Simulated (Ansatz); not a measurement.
Breaking a bond: BH, singlet.

RHF/aug-cc-pVTZ (Ansatz, an electronic-structure program); RMP2 = Ansatz with MP2 on RHF/aug-cc-pVTZ, frozen core; UHF/aug-cc-pVTZ (Ansatz); UCCSD = CCSD on UHF/aug-cc-pVTZ, frozen core (Ansatz); UCCSD(T) = CCSD(T) on UHF/aug-cc-pVTZ, frozen core run with Ansatz; UCCSDT = CCSDT on UHF/aug-cc-pVTZ, frozen core (Ansatz); UCCSDT(Q) = CCSDT(Q) on UHF/aug-cc-pVTZ, frozen core run with Ansatz; RKS-PBE0 = Ansatz with restricted PBE0/aug-cc-pVTZ; UKS-PBE0 = unrestricted PBE0/aug-cc-pVTZ run with Ansatz; RKS-BLYP = restricted BLYP/aug-cc-pVTZ (Ansatz); UKS-BLYP = unrestricted BLYP/aug-cc-pVTZ (Ansatz); RKS-PBE = restricted PBE/aug-cc-pVTZ in Ansatz; UKS-PBE = unrestricted PBE/aug-cc-pVTZ in Ansatz; FCI = Ansatz with full CI/aug-cc-pVTZ, frozen core.

All curves are set to zero at 1.24 Å and compared with full CI in the same basis at 1.24, 1.28, 1.31, 1.39, 1.45, 1.53, 1.65, 1.87, 2.09, 2.20, 2.46, 2.73, 3.00, 3.34, 3.76, 4.37, 4.94 Å.

Q: Order the methods by the spread of their error (largest minus smallest) over these points.

A: UCCSDT(Q) has the smallest spread and RHF the largest. In order (kcal/mol): UCCSDT(Q) 0.25, UCCSDT 0.35, UKS-BLYP 1.79, UKS-PBE 2.59, UCCSD(T) 2.97, UCCSD 4.45, UKS-PBE0 6.91, RKS-BLYP 23.87, RKS-PBE 27.25, UHF 27.85, RMP2 38.54, RKS-PBE0 42.54, RHF 76.37.

Errors against full CI at some of the points (kcal/mol):

```tsv
method	1.53 Å	1.87 Å	2.46 Å	3.00 Å	4.94 Å
UCCSDT(Q)	0.0	0.0	-0.1	-0.1	0.0
UCCSDT	0.0	0.0	0.1	0.3	-0.1
UKS-BLYP	-0.9	-1.8	-0.4	-1.2	-0.6
UKS-PBE	-1.5	-2.5	0.1	-0.6	-2.2
UCCSD(T)	0.0	0.1	2.0	2.7	-0.1
UCCSD	0.2	0.8	3.8	2.8	-0.6
UKS-PBE0	0.2	1.4	4.3	0.6	-2.6
RKS-BLYP	-0.9	-1.8	-0.1	5.3	22.1
RKS-PBE	-1.8	-2.7	-0.1	6.3	24.5
UHF	4.0	9.9	-1.3	-12.0	-18.0
RMP2	1.6	4.6	12.7	22.8	36.7
RKS-PBE0	-0.3	0.8	7.0	16.5	42.3
RHF	2.7	7.5	19.1	33.5	76.4
```

The restricted form behind RHF, RMP2, RKS-PBE0, RKS-BLYP, RKS-PBE keeps the bonding electrons paired and can't separate into open-shell fragments. The T1 diagnostic of CCSD on the restricted reference of RMP2 exceeds 0.045 at 2.46 to 4.94 Å. The unrestricted determinant behind UHF, UCCSD, UCCSD(T), UCCSDT, UCCSDT(Q) is spin-contaminated at 0.99 to 4.94 Å (<S²> up to 1.0, against 0.00 for a pure singlet). The unrestricted determinant behind UKS-PBE0 is spin-contaminated at 0.99 to 1.53, 2.20 to 4.94 Å (<S²> up to 1.0, against 0.00 for a pure singlet). The unrestricted determinant behind UKS-BLYP is spin-contaminated at 0.99 to 1.24, 2.46 to 4.94 Å (<S²> up to 1.0, against 0.00 for a pure singlet). The unrestricted determinant behind UKS-PBE is spin-contaminated at 0.99 to 1.45, 2.46 to 4.94 Å (<S²> up to 1.0, against 0.00 for a pure singlet).
